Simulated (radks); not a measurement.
Question: Rb5+, configuration [Ar] 3d10 4s2 4p2. All-electron calculation, scalar-relativistic Kohn-Sham, LDA (Slater exchange, Perdew-Wang correlation), spin-polarised, spherical densities, finite nucleus; open shells are filled with parallel spins first (spin-orbit coupling, left out, can overturn this in heavy ions); Fermi nuclear charge, rms radius 4.2036 fm. Program: a radial shooting solver on a logarithmic mesh with Libxc functionals. Some entries of the table are withheld. Estimate them.

orbital,occ.,eigenvalue (hartree),<1/r> (bohr^-1),r(max) (bohr)
1s up,1,-554.2855,37.83,0.02632
1s down,1,-554.2754,37.83,0.02632
2s up,1,-76.33246,8.421,0.1498
2s down,1,-76.32574,8.421,0.1498
2p up,3,-68.03548,8.237,0.1196
2p down,3,-68.02611,8.237,0.1196
3s up,1,-13.50638,2.808,0.4511
3s down,1,-13.49327,2.809,0.4512
3p up,3,-10.84225,2.658,0.4461
3p down,3,-10.82747,2.660,0.4462
3d up,5,-6.41703,2.400,0.3912
3d down,5,-6.39970,2.405,0.3911
4s up,1,-3.49308,1.014,1.207
4s down,1,-3.39742,1.016,1.202
4p up,2,-2.80841,(1),1.315
4p down,0,-2.71316,(2),1.312
4d up,0,(3),0.7206,1.610
4d down,0,(4),0.7058,1.628
5s up,0,-1.46282,0.4956,2.644
5s down,0,-1.42961,0.4855,2.681
5p up,0,-1.23020,0.4478,2.939
5p down,0,-1.20422,0.4391,2.988

Answer: 
(1) 4p up <1/r> (bohr^-1): 0.9104
(2) 4p down <1/r> (bohr^-1): 0.9084
(3) 4d up eigenvalue (hartree): -1.80585
(4) 4d down eigenvalue (hartree): -1.72385
